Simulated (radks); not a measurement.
Results of a calculation; reference values are marked as such.
Numerical settings for the silver ion Ag21+, [Ar] 3d8. Level of theory: Dirac Kohn-Sham, PBE, spin-unpolarised, spherical densities, finite nucleus; open shells fill j = l - 1/2 first; Fermi nuclear charge, rms radius 4.5454 fm (a radial shooting solver on a logarithmic mesh with Libxc functionals). The defaults (mesh step 0.008 in ln r, mesh end at 40 bohr or more with all orbitals vanishing there, Anderson mixing 0.5 over 9 steps, residual threshold near 1e-9 with the energy settled to 1e-9 hartree or 1e-11 of itself, here a cap of 85 iterations) give E = -5102.2868 hartree and 3d5/2 at -983.50 eV in 14 iterations. Run on one thread of a shared host, so times are rough (Arm Neoverse N1): 0.1 s of CPU time, 0.1 s wall, 14 iterations on 2189 mesh points. Changes against that run (0 stands for a change within the tolerance of the run):

\begin{tabular}{lrrrrr}
setting & iterations & converged & E (mhartree) & e(3d5/2) (meV) & CPU (s) \\ \hline
mesh step in ln r 0.05 & 14 & yes & +0.0124 & -0.0176 & 0.03 \\
mesh step in ln r 0.08 & 2 & no & diverged & - & 0.01 \\
mesh step in ln r 0.2 & 11 & no & diverged & - & 0.03 \\
mesh end (bohr) 400 & 14 & yes & 0 & 0 & 0.11 \\
mesh end (bohr) 2 & 14 & yes & +0.000336 & +0.0077 & 0.09 \\
residual threshold 0.1 & 8 & yes & 0 & +5.41 & 0.07 \\
residual threshold 1e-13 & 45 & yes & 0 & 0 & 0.21 \\
mixing 1 & 14 & yes & 0 & 0 & 0.1 \\
linear mixing, mixing 0.5 & 32 & yes & 0 & 0 & 0.18 \\
linear mixing, mixing 0.8 & 20 & yes & 0 & 0 & 0.12 \\
mixing history 2 & 19 & yes & 0 & 0 & 0.12 \\
iteration cap 2 & 2 & no & +1.83e+04 & -4.24e+05 & 0.02 \\
\end{tabular}

No run marked as converged misses the energy by more than 1 mhartree. A mesh that ends early acts as a hard wall.
